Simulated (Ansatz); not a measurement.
Abridged output of a molecular run in Ansatz:

```
Functional definition: HF
1412 factors; integrals over basis functions are off by at most 9.7e-4 eV
mean field evaluation 1: about -13736.2802 eV, gradient 3.3e1 eV
mean field evaluation 2: about -13736.5819 eV, gradient 3.3e1 eV
mean field evaluation 4: about -13739.5992 eV, gradient 4.3e0 eV
mean field evaluation 8: about -13739.6552 eV, gradient 3.1e-1 eV
mean field -13739.65557658 eV, -504.9230293664 hartree, gradient 6.0e-6 eV, S^2 0.000000; 0 other end points of the search recorded, 0 dependent functions left out
9 core orbitals not correlated: weight in the atoms' cores, before any rotation towards them, 1.000 or more for the frozen orbitals, at most 0.000 for the correlated occupied ones
reference -13739.65557658 eV, -504.9230293664 hartree; 14, 14 occupied and 213, 213 virtual orbitals, 1412 factors
second order -22.78136517 eV of doubles, -0.00000000 eV of singles
cycle   1  -22.97584049 eV  change   -1.9e-1 eV  update   1.1e-1
cycle   2  -23.61338996 eV  change   -6.4e-1 eV  update   3.4e-2
cycle   3  -23.75439550 eV  change   -1.4e-1 eV  update   1.6e-2
cycle   4  -23.74801375 eV  change    6.4e-3 eV  update   4.5e-3
cycle   5  -23.74859666 eV  change   -5.8e-4 eV  update   2.0e-3
cycle   6  -23.74998173 eV  change   -1.4e-3 eV  update   5.5e-4
cycle   7  -23.74997156 eV  change    1.0e-5 eV  update   2.1e-4
cycle   8  -23.74992530 eV  change    4.6e-5 eV  update   6.8e-5
cycle   9  -23.74996199 eV  change   -3.7e-5 eV  update   3.0e-5
cycle  10  -23.74996626 eV  change   -4.3e-6 eV  update   1.2e-5
perturbative correction -0.98204643 eV, -0.0360895405 hartree
Total energy: -13764.38758927 eV, -505.8319140688 hartree
```

Its atoms:

```xyz
10

F     1.3443    2.0939   -1.6980
C     0.3543    2.0680   -0.7374
C     0.1202    0.7204   -0.2541
C    -0.0892   -0.3946    0.1609
Si   -0.3947   -2.0811    0.7786
H    -0.5602    2.4754   -1.1803
H     0.6638    2.7175    0.0877
H    -0.8776   -2.9367   -0.3325
H     0.8631   -2.6414    1.3298
H    -1.4240   -2.0215    1.8454
```

(1) Which basis set was used?
A. def2-SVPD
B. cc-pV(Q+d)Z
C. def2-SVP
D. def2-TZVPP

(2) Write the keys of the input that set method, charge and spin (a neutral closed shell needs none for the last two).

Answers

(1) D. It gives 236 functions.

(2) 
```yaml
correlation: {method: ccsd_t}
```
